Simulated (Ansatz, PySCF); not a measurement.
Molecule: C$_{2}$H$_{4}$N, charge 0, multiplicity 2. It need not be the lowest isomer of its formula. 
Coordinates optimised at B3LYP-D3(BJ)/def2-TZVP (Ansatz, a program for electronic structure):
```xyz
7

C      1.0759    -0.4011    -0.0139
N     -0.1232     0.3974     0.1557
C     -1.2726     0.1063    -0.1449
H      1.7804     0.1518    -0.6362
H      1.5399    -0.5489     0.9618
H      0.8639    -1.3706    -0.4709
H     -2.1415     0.7548     0.0087
```
Charge 0, spin multiplicity 2.

Total electronic energies in hartree. Cores are frozen in the correlated levels unless marked. UHF or UKS for open shells. No spin-orbit coupling. No relativistic terms. Basis-set limits of correlation are two-point, X^-3; Hartree-Fock from the larger set. [CCSD(T)-MP2]/basis is that difference in the basis named.

```tsv
level	program	energy (Eh)
HF/aug-cc-pVTZ	Ansatz	-132.48096
HF/cc-pwCVTZ	Ansatz	-132.47977
PBE-D3(BJ)/def2-TZVPD	Ansatz + dftd3	-133.16140
BLYP-D3(BJ)/def2-TZVPD	Ansatz + dftd3	-133.28959
revPBE-D3(BJ)/def2-TZVPD	Ansatz + dftd3	-133.30469
BP86-D3(BJ)/def2-TZVPD	PySCF + dftd3	-133.33603
M06-L-D4/def2-TZVPD	PySCF + dftd4	(withheld)
r2SCAN/def2-TZVPD	Ansatz	-133.24825
B3LYP-D3(BJ)/def2-TZVPD	Ansatz + dftd3	-133.34168
B3LYP-D4/def2-TZVPD	Ansatz + dftd4	-133.34077
B3LYP/def2-TZVPD	Ansatz	-133.33608
PBE0-D3(BJ)/def2-TZVPD	Ansatz + dftd3	-133.16825
CAM-B3LYP-D3(BJ)/def2-TZVPD	Ansatz + dftd3	-133.26117
PBE-QIDH/def2-TZVPD	Ansatz	(withheld)
RPA@PBE/cc-pVTZ	Ansatz	-133.30294
MP2/STO-3G	Ansatz	-130.91137
SCS-MP2/6-31G	Ansatz	-132.63254
SCS-MP2/aug-cc-pVDZ	Ansatz	-132.87477
SCS-MP2/cc-pwCVTZ	Ansatz	-132.99375
CCSD/cc-pVTZ	Ansatz	-133.01779
CCSD(T)/6-31G*	Ansatz	-132.87222
RI-MP2/CBS(aug-cc-pVTZ,aug-cc-pVQZ)+[CCSD(T)-MP2]/aug-cc-pVDZ	Ansatz	-133.1110
RI-MP2/CBS(cc-pVTZ,cc-pVQZ)+[CCSD(T)-MP2]/cc-pVTZ	Ansatz	-133.1093
```

Fill in the missing entries.


- M06-L-D4/def2-TZVPD, energy (Eh): -133.30763
- PBE-QIDH/def2-TZVPD, energy (Eh): -133.13759
